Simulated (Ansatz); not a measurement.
# CCSD(T) forces

AlSnH4, doublet, displaced at random from a GFN2-xTB minimum.

Al1  (-0.022, -0.557, 0.186)
Sn2  (-0.292, 1.872, -0.848)
H3  (0.773, -1.310, 1.149)
H4  (-1.135, -1.376, -0.546)
H5  (1.120, 0.392, -0.877)
H6  (-0.518, 0.937, 0.955)
(Å)

Ansatz 0.2.0; basis: def2-TZVPP; cores frozen in the correlated methods; orbitals are unrestricted. Filled d shells of the heavier atoms are correlated. Core potentials replace the inner electrons of the atoms past krypton. The def2 sets are not built for correlating such inner shells, so the correlated values are less sure here.

CCSD(T) forces from the calculation:
```json
{"atom": "Al1", "Fx": "-0.547", "Fy": "0.098", "Fz (eV/Å)": "-0.802"}
{"atom": "Sn2", "Fx": "0.365", "Fy": "0.442", "Fz (eV/Å)": "0.118"}
{"atom": "H3", "Fx": "1.327", "Fy": "-0.929", "Fz (eV/Å)": "1.460"}
{"atom": "H4", "Fx": "-0.280", "Fy": "0.007", "Fz (eV/Å)": "-0.273"}
{"atom": "H5", "Fx": "-0.922", "Fy": "0.233", "Fz (eV/Å)": "0.274"}
{"atom": "H6", "Fx": "0.057", "Fy": "0.149", "Fz (eV/Å)": "-0.776"}
```

Problem. Which atom feels the largest CCSD(T) force, and how large is it?

Solution. H3, 2.18 eV/Å, along (0.61, -0.43, 0.67).

Root-mean-square difference of the force components from those of CCSD(T): PBE0-D4 0.069; wB97M-V 0.051; r2SCAN-D4 0.078; PBE-D4 0.137; r2SCAN0-D4 0.055; BHLYP-D4 0.085 eV/Å.

The T1 diagnostic stays at or below 0.017. ⟨S²⟩ of the unrestricted Hartree–Fock references: 0.77 (a pure state has 0.75).

For scale, one of the runs: CCSD(T)/def2-TZVPP forces, 148 basis functions (an equivalent command: `ansatz run in.yaml --threads 4`). Hardware: 4 CPU threads, shared host. Wall time 3.2 min; peak host memory 4.2 GiB.
